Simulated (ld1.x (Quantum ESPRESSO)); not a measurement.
## Ir: RRKJ pseudisation with LDA (PZ), scalar-relativistic reference atom.

iridium, norm-conserving RRKJ (Kleinman–Bylander form), made with ld1.x (Quantum ESPRESSO) 7.5 (LDA (PZ), scalar-relativistic). Core [Kr] 4d10, reference 4f14 5s2 5p6 5d7 6s2 6p0. Waves: 5s (bound): rc 1.05 bohr; 5p (bound): rc 1.70 bohr; 4f (bound): rc 0.55 bohr; 5d (bound): rc 2.15 bohr. Local part: the d channel. Core correction: Bessel-smoothed model core inside 0.30 bohr. rho0 = 0.005.

Occupied shells without a wave of their own: 6s. They enter only through the test configuration that unscreens the potential, and ld1.x also counts them in the model core charge.

All-electron outer shells of the reference configuration (LDA (PZ), scalar-relativistic, ld1.x):

```csv
shell,level (eV),outermost node (bohr),outermost maximum (bohr)
4p,-496.15,0.23,0.42
4d,-290.88,0.21,0.42
5s,-98.30,0.50,0.89
4f,-62.55,–,0.39
5p,-54.92,0.54,1.01
5d,-7.36,0.59,1.31
6s,-6.59,1.17,2.38
6p,-1.35,1.39,3.43
```

Task: Does this generation succeed?

Result: No. ld1.x (Quantum ESPRESSO) 7.5 stopped with "run_pseudo: Errors in PS-KS equation": the pseudo-atom solver did not find the valence states with the expected number of nodes, which is the usual sign of a ghost state. Before that it printed "Warning: n=2, l=0 expected 1 nodes, found 2".
